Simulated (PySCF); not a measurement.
# I (iodine, neutral) across methods

[Kr] 4d10 5s1 5p5 5d1, one real determinant (an excited configuration). Computed with PySCF 2.14 in aug-cc-pVQZ-PP with one added diffuse shell each of s, p, d, f, g type with ECP28MDF (8s8p6d4f3g, 117 functions), with a scalar-relativistic core potential.

```
 method  E (hartree)  mean ε 5p α (eV)  mean ε 5p β (eV)  mean ε 5d α (eV)  Σ⟨r²⟩ (bohr²)   ⟨S²⟩
    LDA    -294.5607           -11.308            -9.952            -0.841          86.29  3.752
 r2SCAN    -295.0995           -11.764            -9.893            -0.842          86.80  3.756
wB97X-V    -294.9430           -14.833           -12.765            -2.237          85.31  3.753
    PBE    -294.9794           -11.231            -9.755            -0.880          87.16  3.753
   PBE0    -294.9914           -12.608           -10.568            -1.250          86.39  3.754
 revPBE    -295.0408           -11.247            -9.729            -0.902          88.01  3.753
    UHF   -293.94458           -16.203           -12.043            -2.098          90.07  3.765
  B3LYP    -295.0752           -12.273           -10.556            -1.172          87.59  3.753
```

⟨L²⟩ = 7.91 against 12 for a pure F term, so this real determinant mixes terms. Energies and moments cover only the electrons outside the core potential. The outer electron is Rydberg-like, and this basis confines it to a smaller radius and binds it less than a complete one would.
